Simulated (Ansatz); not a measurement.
Reaction (substitution at a C–Si bond): `O[SiH](F)CF` + `N[SiH3]` → `FCN[SiH3]` + `O[SiH2]F`

Isolated molecules relaxed with PBE0-D4/def2-TZVP in Ansatz; ΔE leaves out vibrations. CCSD(T)/CBS adds triple-zeta CCSD(T) − MP2 to the extrapolated MP2 energy (def2 sets, frozen cores). This one scheme is used for every species. DFT in def2-TZVPP. One conformer a species, not always the lowest.

Q: Is it downhill or uphill in electronic energy at CCSD(T)/CBS, and by how much? (Best estimate.)

A: Computed: Uphill: ΔE = +17.6 kJ/mol.

Q: What do these levels give: BLYP-D4, B97M-V, r2SCANh-D4, r2SCAN0-D4, CAM-B3LYP-D4, ωB97X-V, revPBE, PBE0, r2SCAN0, BHLYP, HF/def2-SVP, HF/CBS(def2)? (Best estimate.)

A: The calculation gave: BLYP-D4 15.5, B97M-V 19.8, r2SCANh-D4 17.7, r2SCAN0-D4 17.1, CAM-B3LYP-D4 14.3, ωB97X-V 14.5, revPBE 16.7, PBE0 15.6, r2SCAN0 17.1, BHLYP 13.9, HF/def2-SVP -4.1, HF/CBS(def2) 10.3 kJ/mol.

Q: What do rigid-rotor, harmonic-oscillator terms from PBE0-D4/def2-TZVP frequencies (298.15 K, 1 bar) make of the CCSD(T)/CBS value? (Best estimate.)

A: Ansatz gave: ΔZPE = +1.2 kJ/mol, ΔH = +16.7 kJ/mol, ΔS = -9 J/(mol·K), ΔG = +19.2 kJ/mol.

Largest T1 diagnostic among the species: 0.012.

At CCSD(T), def2-SVP lies −22.4 kJ/mol from the extrapolated value and def2-TZVPP −3.7 kJ/mol. In def2-TZVPP, CCSD(T) changes the Hartree–Fock value by +3.7 kJ/mol (the triples alone add −0.5 kJ/mol) and MP2 by +3.0 kJ/mol. Leaving LDA and LC-ωPBE aside and taking each functional with its dispersion term where it has one, the values, not all of them listed here, spread over 5.6 kJ/mol, from PBE-QIDH to B97M-V. LDA lies −5.0 kJ/mol from PBE without D4.
